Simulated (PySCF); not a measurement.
**Ionising CI**

PBE0; PySCF, scalar-relativistic core potentials, basis sets C aug-cc-pVDZ, I aug-cc-pVDZ-PP with ECP28. Neutral (UKS): doublet (π ↑), Re = 2.042 Å, ωe = 643 cm⁻¹, De = 3.02 eV, HOMO -6.48 eV, LUMO -3.73 eV.

CI⁺ (UKS): singlet (closed shell), Re = 1.915 Å, ωe = 848 cm⁻¹, De = 4.89 eV to C + I⁺. The energies at the minima are -333.60139 hartree for CI and -333.28219 for CI⁺.

(1) Work out the adiabatic ionisation energy, without and with harmonic zero-point energies (1 hartree = 27.2114 eV, 1 eV = 8065.5 cm⁻¹), and the change of the bond length.

CI⁻ (UKS): triplet (π ↑↑), Re = 2.259 Å, ωe = 394 cm⁻¹, De = 1.63 eV to C + I⁻. The energies at the minima are -333.60139 hartree for CI and -333.67159 for CI⁻.

(2) Work out the adiabatic electron affinity, without and with harmonic zero-point energies (1 hartree = 27.2114 eV, 1 eV = 8065.5 cm⁻¹), and the change of the bond length.

Spin–orbit coupling is left out, which matters for elements this heavy, above all for dissociation energies. For an ion De counts to the pair picked by the measured ionisation energies or electron affinities, which need not be the lowest pair at this level. States were picked by a PBE0 search and need not be the measured ground states.

Answers

(1) At PBE0: 0.31920 hartree = 8.686 eV between the minima; the zero-point term (848.0 − 643.0)/2 cm⁻¹ = +0.013 eV makes it 8.699 eV. Re changes by -12.7 pm against the neutral. The electron leaves a π orbital, and the shorter bond of the ion fits an antibonding orbital, or a change in how ionic the bond is.

(2) At PBE0: 0.07020 hartree = 1.910 eV between the minima; the zero-point term (643.0 − 394.0)/2 cm⁻¹ = +0.015 eV makes it 1.926 eV. Re changes by +21.7 pm against the neutral. The electron enters a π orbital, and the longer bond of the ion fits an antibonding orbital, or a change in how ionic the bond is.
